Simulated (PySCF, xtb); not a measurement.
Si(H)(Br)(Me)2 (C2H7BrSi), SMILES C[SiH](Br)C.

Harmonic wavenumbers (cm⁻¹) from xtb 6.7.1 with GFN2-xTB at its own minimum, in rising order: 108, 117, 143, 156, 201, 381, 614, 650, 713, 771, 802, 841, 841, 853, 1379, 1381, 1473, 1477, 1477, 1482, 2285, 3021, 3025, 3033, 3035, 3041, 3042.

**Question.** What does PBE-D3(BJ)/def2-SVP run with PySCF give at its own minimum? (The exact figures need the calculation; the answer reports its results.)

**Answer.** 156, 163, 163, 176, 223, 389, 601, 640, 679, 685, 755, 832, 858, 877, 1213, 1218, 1371, 1376, 1379, 1389, 2163, 2975, 2975, 3074, 3075, 3089, 3089. Paired by order, the mean absolute difference is 56 cm⁻¹ and the zero-point energies are 52.0 and 50.9 kcal/mol.
